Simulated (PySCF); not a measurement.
Species: C2H7FO2Si2 (charge +1 and doublet state).
Z-matrix (Å and degrees, GFN2-xTB geometry), rows numbered from 1:
```
O 
Si  1  1.5987
O   2  1.6674  1  106.84
C   3  1.2930  2  139.33  1    10.19
Si  4  1.9646  3  114.61  2  -152.61
C   4  1.3573  3  125.19  2    31.98
F   6  1.3217  4  120.77  3    14.00
H   1  0.9547  2  129.78  3  -177.95
H   2  1.4594  1  115.49  3   109.76
H   2  1.4551  1  114.59  3  -108.45
H   5  1.4577  4  102.95  3     7.66
H   5  1.4662  4  100.09  3   127.52
H   5  1.4582  4  106.87  3  -113.92
H   6  1.0792  4  124.58  3  -176.71
```

The hyperfine couplings belong to this conformer and change with its torsions.

Identity: `O[SiH2]O[C+]([SiH3])[CH]F` [radical] (charge +1).

Level of theory: UKS B3LYP, pcH-1 on C F H O Si, non-relativistic, mean-field spin-orbit, GIAO (PySCF). Isolated species at its GFN2-xTB geometry (one conformer only). GFN2-xTB frequencies show an imaginary mode (36i cm⁻¹), so this geometry is no minimum at that level. The geometry wasn't refined by DFT: couplings that depend on bond lengths, twists or pyramidal angles can differ widely from those at the functional's own minimum, by a factor of two or more for some ions and for spin on atoms past the first row. The frame is twisted about the C4–C6 bond at this geometry (dihedral Si5–C4–C6–H14 = 8°); couplings at other torsion angles weren't computed.

How many α and β electrons are there, and what is ⟨S²⟩ of the pure spin state?

71 electrons with 2S = 1: 36 α and 35 β; S(S+1) = 0.75.

Mulliken spin populations, one withheld:

```
atom           bound to  population
  O1            Si2, H8     +0.0019
 Si2    O1, O3, H9, H10     -0.0155
  O3            Si2, C4     +0.2071
  C4        O3, Si5, C6           ?
 Si5  C4, H11, H12, H13     -0.0034
  C6        C4, F7, H14     +0.4842
  F7                 C6     +0.0930
  H8                 O1     -0.0002
  H9                Si2     +0.0289
 H10                Si2     +0.0212
 H11                Si5     +0.0014
 H12                Si5     +0.0192
 H13                Si5     +0.0060
 H14                 C6     -0.0234
```

Fill in the missing population.

The populations add up to Nα − Nβ = 1, and the others sum to 0.8204, so C4 holds +0.180.

How is the spin shared among the elements?

Carbon +0.66, oxygen +0.21, fluorine +0.09, hydrogen +0.05, silicon -0.02. The positive populations sum to 1.04, the negative ones to -0.04.

With ⟨S²⟩ = 0.7552, find the sum of squared α–β overlaps and estimate the admixture of higher spin.

For a single determinant ⟨S²⟩ = S(S+1) + Nβ − Σ|⟨iα|jβ⟩|², so the squared overlaps of occupied orbitals sum to 35 − 0.0052 = 34.9948. If the quartet state (S + 1) were the only admixture, its weight would be 0.0052/(2S + 2) = 0.17 %.

What Fermi-contact NMR shifts do the couplings of Si2, C4, Si5, C6, H8, H9/H10, H11/H12/H13 imply at 350 K (Curie law, g = gₑ)?

δ = a_FC·h·gₑ μB S(S+1)/(3 g_N μN kT), with k/h = 20836.6 MHz/K:

| nuclei | isotope | a_FC (MHz) | g_N | contact shift (ppm) |
| --- | --- | --- | --- | --- |
| Si2 | 29Si | 17.74 | -1.1106 | -2013 |
| C4 | 13C | -0.87 | 1.4048 | -78 |
| Si5 | 29Si | 11.12 | -1.1106 | -1262 |
| C6 | 13C | 43.09 | 1.4048 | +3866 |
| H8 | 1H | -0.65 | 5.5857 | -15 |
| H9/H10 | 1H | 46.64 | 5.5857 | +1052 |
| H11/H12/H13 | 1H | 20.93 | 5.5857 | +472 |

All at the stated temperature. Entries for several nuclei are means.

Class means assume fast exchange of nuclei equivalent by connectivity; if that motion is slow, each nucleus keeps its own coupling. The three 1H nuclei of mean +20.9 MHz run from 1.9 to 45.7 MHz in the frozen geometry. The 1H value of +46.6 MHz is a mean of couplings from 39.1 to 54.2 MHz in this one geometry, not an average over conformers.

Examples of negative spin density at the nucleus (bohr⁻³): Si2 (-0.0200), Si5 (-0.0125) and H14 (-0.0088).

The SMILES `O[SiH2]O[C+]([SiH3])[CH]F` draws the unpaired electron on C6, whose computed spin population is only +0.48.
